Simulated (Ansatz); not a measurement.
Frontier orbitals of `C[O][TiH]12345678([C@H]9[C@@H]1[C@@H]2[C@@H]3[C@H]94)[C@H]1[C@@H]5[C@@H]6[C@@H]7[C@H]18`.

The species carries charge 0 and has multiplicity 1. Correlated methods include outer-core shells of Ti, which these sets cover unevenly. Scalar relativity is left out up to krypton. The geometry is a stationary point of PBE0-D4/def2-TZVP. It is one conformer, not always the lowest. Basis def2-TZVPP, Ansatz 0.2.0.

Orbital energies of one run (eV). Highest occupied ones, from the top: -5.83, -6.30, -6.81, -7.00, -7.36, -7.61, -7.83, -10.14, -10.15, -10.26, -10.37, -10.40, -10.66, -10.73. Empty: -1.35, -0.46, -0.27, -0.20, -0.01, 0.44.

Task: Which functional gave them?
A. PBE0
B. r2SCAN0
C. BLYP
D. HSE06 (plane-wave form)

Result: D. HOMO energies: HSE06 -5.83, PBE0 -6.22, BLYP -5.03, r2SCAN0 -6.35 eV.
